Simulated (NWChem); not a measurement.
System: CH4Cl2Sn; SMILES [CH3][SnH]([Cl])[Cl]

Here is an NWChem input.

```
start job
memory heap 200 mb stack 900 mb global 1100 mb
geometry units angstroms noautoz
  Sn    -0.315558    -0.000240     0.316743
  C     -2.069186    -0.000848    -0.891771
  Cl     0.965528    -1.883485    -0.266540
  Cl     0.964586     1.883463    -0.267127
  H     -0.452900    -0.000006     2.019199
  H     -2.662283    -0.900190    -0.676424
  H     -2.661489     0.899498    -0.678442
  H     -1.763570    -0.002159    -1.946414
end
basis spherical
  * library def2-svp
end
ecp
  Sn library def2-ecp
end
dft
  xc xcamb88 1.00 lyp 0.81 vwn_5 0.19 hfexch 1.00
  cam 0.33 cam_alpha 0.19 cam_beta 0.46
  iterations 150
  mulliken
end
task dft energy
```

Excerpt of the output:

```
             Northwest Computational Chemistry Package (NWChem) 7.3.0
             --------------------------------------------------------

 CS  symmetry detected

                             Geometry "geometry" -> ""
                             -------------------------

 Output coordinates in angstroms (scale by  1.889725989 to convert to a.u.)

  No.       Tag          Charge          X              Y              Z
 ---- ---------------- ---------- -------------- -------------- --------------
    1 Sn                  50.0000    -0.28846174     0.31169952     0.00000000
    2 C                    6.0000    -2.02660118    -0.91898683     0.00000000
    3 Cl                  17.0000     0.99946100    -0.25556705    -1.88347408
    4 Cl                  17.0000     0.99946100    -0.25556705     1.88347408
    5 H                    1.0000    -0.44741255     2.01227412     0.00000000
    6 H                    1.0000    -2.62197518    -0.71219287    -0.89984402
    7 H                    1.0000    -2.62197518    -0.71219287     0.89984402
    8 H                    1.0000    -1.70761697    -1.96966390     0.00000000

 Effective nuclear repulsion energy (a.u.)     602.3820291851

      Symmetry information
      --------------------

 Group name             Cs
 Group number              2
 Group order               2
 No. of unique centers     6

                                 NWChem DFT Module
                                 -----------------

 Summary of "ao basis" -> "ao basis" (spherical)
 ------------------------------------------------------------------------------
       Tag                 Description            Shells   Functions and Types
 ---------------- ------------------------------  ------  ---------------------
 Sn                         def2-svp                10       26   4s4p2d
 C                          def2-svp                 6       14   3s2p1d
 Cl                         def2-svp                 8       18   4s3p1d
 H                          def2-svp                 3        5   2s1p

      Symmetry analysis of basis
      --------------------------

        a'         59
        a"         37

            General Information
            -------------------
          SCF calculation type: DFT
          Wavefunction type:  closed shell.
          No. of atoms     :     8
          No. of electrons :    66
           Alpha electrons :    33
            Beta electrons :    33
          Charge           :     0
          Spin multiplicity:     1
          Use of symmetry is: on ; symmetry adaption is: on
          Maximum number of iterations: 150
          AO basis - number of functions:    96
                     number of shells:    44
          Convergence on energy requested:  1.00D-06
          Convergence on density requested:  1.00D-05
          Convergence on gradient requested:  5.00D-04

              XC Information
              --------------
                     Hartree-Fock (Exact) Exchange  1.000
                   CAM-Becke88 Exchange Functional  1.000
                      VWN V Correlation Functional  0.190 local
              Lee-Yang-Parr Correlation Functional  0.810

           Range-Separation Parameters
           ---------------------------
           Alpha           :  0.19
           Beta            :  0.46
           Gamma           :  0.33
           Short-Range HF  :     F

             Grid Information
             ----------------
          Grid used for XC integration:  medium
          Radial quadrature: Mura-Knowles
          Angular quadrature: Lebedev.
          Tag              B.-S. Rad. Rad. Pts. Rad. Cut. Ang. Pts.
          ---              ---------- --------- --------- ---------
          Sn                  1.45      123           9.0       590
          C                   0.70       49          10.0       434
          Cl                  1.00       88          12.0       590
          H                   0.35       45          11.0       434
          Grid pruning is: on
          Number of quadrature shells:   395
          Spatial weights used:  Erf1

      Superposition of Atomic Density Guess
      -------------------------------------

 Sum of atomic energies:       -1207.36470797

      Non-variational initial energy
      ------------------------------

 Total energy =   -1172.561523
 1-e energy   =   -2338.950545
 2-e energy   =     845.171972
 HOMO         =      -0.345340
 LUMO         =       0.006230

      Symmetry analysis of molecular orbitals - initial
      -------------------------------------------------

  Numbering of irreducible representations:

     1 a'          2 a"

  Orbital symmetries:

     1 a'          2 a"          3 a'          4 a'          5 a"
     6 a'          7 a"          8 a'          9 a'         10 a"
    11 a"         12 a'         13 a'         14 a'         15 a"
    16 a'         17 a"         18 a'         19 a"         20 a'
    21 a'         22 a'         23 a"         24 a'         25 a"
    26 a'         27 a"         28 a'         29 a'         30 a"
    31 a"         32 a'         33 a'         34 a'         35 a"
    36 a'         37 a'         38 a'         39 a"         40 a'
    41 a'         42 a'         43 a"

     ---------------------------------------------
      Total Density - Mulliken Population Analysis
     ---------------------------------------------

    Atom       Charge   Shell Charges
 -----------   ------   -------------------------------------------------------
    1 Sn  22    20.65   1.60  0.42  0.90  0.22  3.26  2.74  0.92  0.43  9.76  0.39
    2 C    6     6.59   1.99  0.95  0.30  2.06  1.27  0.01
    3 Cl  17    17.54   2.00  1.99  1.23  0.73  5.94  2.18  3.46  0.01
    4 Cl  17    17.54   2.00  1.99  1.23  0.73  5.94  2.18  3.46  0.01
    5 H    1     1.09   0.63  0.45  0.01
    6 H    1     0.86   0.65  0.18  0.03
    7 H    1     0.86   0.65  0.18  0.03
    8 H    1     0.87   0.66  0.19  0.03

[...]
```

Level: CAM-B3LYP/def2-SVP with def2 effective core potentials on Sn. The geometry was optimised at PBE0/def2-SVP. def2 effective core potentials on Sn; no spin-orbit coupling.
